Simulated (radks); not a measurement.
Results of a calculation; reference values are marked as such.
Re+, configuration [Xe] 4f14 5d5 6s1 (the NIST ground configuration). Code: a radial shooting solver on a logarithmic mesh with Libxc functionals. Model: Dirac Kohn-Sham, Slater X-alpha with alpha = 0.971, spin-unpolarised, spherical densities, point nucleus; open shells fill j = l - 1/2 first. Some entries of the table are withheld. Estimate them.

orbital  occ.  eigenvalue (hartree)  <r> (bohr)  <r^2> (bohr^2)
1s1/2       2             -2640.831         (1)             (2)
2s1/2       2             -459.7103     0.07538        0.006781
2p1/2       2             -440.6025     0.06224        0.004824
2p3/2       4             -387.1435     0.07031        0.006017
3s1/2       2             -107.1769      0.1961         0.04411
3p1/2       2             -98.52778         (3)         0.04033
3p3/2       4             -86.86792         (4)         0.04684
3d3/2       4             -72.21322      0.1754         0.03612
3d5/2       6             -69.66629      0.1800         0.03790
4s1/2       2             -22.85519      0.4379          0.2167
4p1/2       2             -19.20812      0.4418          0.2223
4p3/2       4             -16.47274      0.4749          0.2566
4d3/2       4             -10.43792      0.4881          0.2760
4d5/2       6              -9.92741      0.4993          0.2887
5s1/2       2              -3.61524       1.023           1.175
5p1/2       2              -2.49157       1.117           1.412
4f5/2       6              -2.26333         (5)          0.3868
4f7/2       8              -2.16490         (6)          0.3985
5p3/2       4              -2.06694       1.216           1.675
5d3/2       4              -0.60393         (7)           3.442
5d5/2       1              -0.56476         (8)           3.689
6s1/2       1                   (9)       2.731           8.395

Answer. 
(1) 1s1/2 <r> (bohr): 0.01801
(2) 1s1/2 <r^2> (bohr^2): 0.0004467
(3) 3p1/2 <r> (bohr): 0.1860
(4) 3p3/2 <r> (bohr): 0.2009
(5) 4f5/2 <r> (bohr): 0.5598
(6) 4f7/2 <r> (bohr): 0.5679
(7) 5d3/2 <r> (bohr): 1.709
(8) 5d5/2 <r> (bohr): 1.769
(9) 6s1/2 eigenvalue (hartree): -0.51922
